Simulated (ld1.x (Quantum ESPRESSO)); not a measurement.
## Which change was made? (Pm, RRKJ)

```
Element                 : promethium
Generator               : ld1.x (Quantum ESPRESSO) 7.5
Type                    : norm-conserving RRKJ (Kleinman–Bylander form)
Functional              : PBE
Relativity              : scalar-relativistic
Frozen core             : [Kr] 4d10
Valence charge          : 15
Reference configuration : 4f4.5 5s2 5p6 5d0.5 6s2 6p0
Partial waves           : 5s (bound): rc 2.25 bohr; 5p (bound): rc 1.90 bohr; 5d (bound): rc 3.90 bohr; 4f (bound): rc 1.25 bohr
Local potential         : all-electron potential smoothed inside 2.20 bohr (lloc = -2)
Core correction         : none
```

Occupied shells without a wave of their own: 6s. They enter only through the test configuration that unscreens the potential.

Cutoffs, loose and tight: the cutoffs (Ry, on a coarse ladder) from which the occupation-weighted sum of valence levels, in a spherical-Bessel basis at the reference potential, stays within 10 and 1 mRy of its value at 400 Ry. They do not see the model core or the augmentation charge, which bear on the density cutoff. Test errors are all-electron minus pseudo excitation energies from the reference, over the configurations 4f5 5s2 5p6 5d0 6s2 6p0; 4f5 5s2 5p6 5d0 6s1 6p0; 4f5 5s2 5p6 5d0 6s0 6p0; 4f5 5s1 5p6 5d0 6s2 6p0; 4f5 5s2 5p6 5d0 6s0 6p2; 4f5 5s2 5p6 5d1 6s1 6p0; 4f5 5s2 5p6 5d0.5 6s1.5 6p0; variants that change the core or the reference have their own tests.

The base gives: outcome: generated, misses its reference levels by 6.21 eV; bound ghosts: not determined; largest test error (meV): no test is counted, since the test run did not reproduce the reference configuration.

(1) After one change the result is: outcome: generated, misses its reference levels by 6.27 eV; bound ghosts: not determined; largest test error (meV): no test is counted, since the test run did not reproduce the reference configuration. Which change was it?
A. wave 4f (bound): rc 1.25 bohr becomes 4f (bound): rc 1.34 bohr
B. wave 4f (bound): rc 1.25 bohr becomes 4f (bound): rc 1.46 bohr
C. wave 4f (bound): rc 1.25 bohr becomes 4f (bound): rc 1.90 bohr

## Answers

(1) C. The others give: wave 4f (bound): rc 1.25 bohr becomes 4f (bound): rc 1.34 bohr → outcome: generated, misses its reference levels by 6.22 eV; bound ghosts: not determined; largest test error (meV): no test is counted, since the test run did not reproduce the reference configuration | wave 4f (bound): rc 1.25 bohr becomes 4f (bound): rc 1.46 bohr → outcome: generated, misses its reference levels by 6.23 eV; bound ghosts: not determined; largest test error (meV): no test is counted, since the test run did not reproduce the reference configuration.
